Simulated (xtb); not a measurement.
xtb input (GFN1-xTB):

```bash
xtb mol.xyz --gfn 1 --sp --chrg 1 --uhf 0
```
mol.xyz:
```
3

Lu     0.18190811     0.11300637     0.04188786
F     -1.11846589     0.59716403    -1.23764703
F     -0.31658702    -1.48865873     0.90719835
```

End of the output:

```
         :::::::::::::::::::::::::::::::::::::::::::::::::::::
         ::                     SUMMARY                     ::
         :::::::::::::::::::::::::::::::::::::::::::::::::::::
         :: total energy             -10.731724912835 Eh    ::
         :: gradient norm              0.006641057360 Eh/a0 ::
         :: HOMO-LUMO gap              3.114746478849 eV    ::
         ::.................................................::
         :: SCC energy               -10.741138403307 Eh    ::
         :: -> electrostatic           0.280828261726 Eh    ::
         :: repulsion energy           0.009734566938 Eh    ::
         :: dispersion energy         -0.000321076467 Eh    ::
         :: halogen bond corr.         0.000000000000 Eh    ::
         :: add. restraining           0.000000000000 Eh    ::
         :: total charge               1.000000000000 e     ::
         :::::::::::::::::::::::::::::::::::::::::::::::::::::

           -------------------------------------------------
          |                Property Printout                |
           -------------------------------------------------

    * Orbital Energies and Occupations

         #    Occupation            Energy/Eh            Energy/eV
      -------------------------------------------------------------
         1        2.0000           -1.0914316             -29.6994
         2        2.0000           -1.0696741             -29.1073
         3        2.0000           -0.7819695             -21.2785
         4        2.0000           -0.7647820             -20.8108
         5        2.0000           -0.7564519             -20.5841
         6        2.0000           -0.7506344             -20.4258
         7        2.0000           -0.7480780             -20.3562
         8        2.0000           -0.7480525             -20.3555 (HOMO)
         9                         -0.6335876             -17.2408 (LUMO)
Note: The following floating-point exceptions are signalling: IEEE_DENORMAL
normal termination of xtb
        10                         -0.6156933             -16.7539
        11                         -0.6145311             -16.7222
        12                         -0.6132476             -16.6873
        13                         -0.5970216             -16.2458
        14                         -0.5664025             -15.4126
        15                         -0.4622551             -12.5786
        16                         -0.2662976              -7.2463
        17                         -0.2376402              -6.4665
      -------------------------------------------------------------
                  HL-Gap            0.1144648 Eh            3.1147 eV
             Fermi-level           -0.6908201 Eh          -18.7982 eV

  Mulliken/CM5 charges         n(s)   n(p)   n(d)
     1Lu    1.52218  1.90755   0.668  0.732  0.078
     2F    -0.26109 -0.45378   1.690  5.571  0.000
     3F    -0.26109 -0.45378   1.690  5.571  0.000

Wiberg/Mayer (AO) data.
largest (>0.10) Wiberg bond orders for each atom

 ---------------------------------------------------------------------------
     #   Z sym  total        # sym  WBO       # sym  WBO       # sym  WBO
 ---------------------------------------------------------------------------
     1  71 Lu   2.333 --     3 F    1.166     2 F    1.166
     2   9 F    1.267 --     1 Lu   1.166     3 F    0.100
     3   9 F    1.267 --     1 Lu   1.166     2 F    0.100
 ---------------------------------------------------------------------------

Topologies differ in total number of bonds
Writing topology from bond orders to xtbtopo.mol

 dipole moment from electron density (au)
     X       Y       Z
   1.9870   1.2344   0.4575  total (Debye):    6.058

           -------------------------------------------------
          | TOTAL ENERGY              -10.731724912835 Eh   |
          | GRADIENT NORM               0.006641057360 Eh/α |
          | HOMO-LUMO GAP               3.114746478849 eV   |
           -------------------------------------------------

------------------------------------------------------------------------
------------------------------------------------------------------------
 total:
 SCF:
```
